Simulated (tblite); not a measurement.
Compound: CH₈AlB₂N.
Structure used (GFN2-xTB), in Å, numbered top down from 1:
```
atom  x, y, z in Å
B1    -1.471    1.386    0.465
N2    -1.000    0.089    0.115
B3    -1.772   -0.864   -0.608
Al4    0.688   -0.351    0.720
C5     2.318   -0.206   -0.401
H6    -0.720    2.087    1.055
H7    -2.546    1.755    0.179
H8    -1.259   -1.899   -0.859
H9    -2.872   -0.637   -0.945
H10    0.668   -0.840    2.183
H11    2.218   -0.764   -1.340
H12    2.532    0.831   -0.687
H13    3.211   -0.586    0.104
```

Computed with GFN2-xTB (tblite): harmonic, unscaled wavenumbers at the GFN2-xTB geometry, gas phase. Against measured fundamentals such values can be off by several per cent, at times by over 20. Modes of hydrogen on aluminium and boron can be 10 to 20 % off. The optimisation stopped once no atom felt more than 0.01 eV/Å.

Lowest wavenumbers of the output (negative numbers stand for imaginary wavenumbers):
```
mode    cm-1
  1     -26.5
  2      43.5
  3      70.5
  4     102.8
  5     212.9
  6     244.6
  7     286.8
  8     296.7
```

Question: Is this structure a minimum?

Answer: Not by this Hessian. 1 mode is imaginary beyond 20i (26i cm⁻¹), so at this level the point lies at or near a first-order saddle. The curvature is small, so loose convergence or finite differences may be the whole cause.

Question: Which atoms move in the imaginary mode?

Answer: 26i: Al4 (aluminium bonded to C, N and H) 25 %, C5 (methyl carbon) 15 %, B1 (three-coordinate boron) 14 %, H10 (Al–H hydrogen) 14 %. These are shares of the mass-weighted motion.

Question: What is the remedy?

Answer: Step along that mode in both directions, optimise again with tighter thresholds and repeat the frequencies. The zero-point energy of this point (54.1 kcal/mol) counts the 32 real modes alone, and thermal corrections from it aren't those of a minimum.

On one thread of an Arm Neoverse N1, shared host with 64 logical CPUs at a one-minute load of 60, this took 0.5 s wall. The figure is for the frequency step alone.
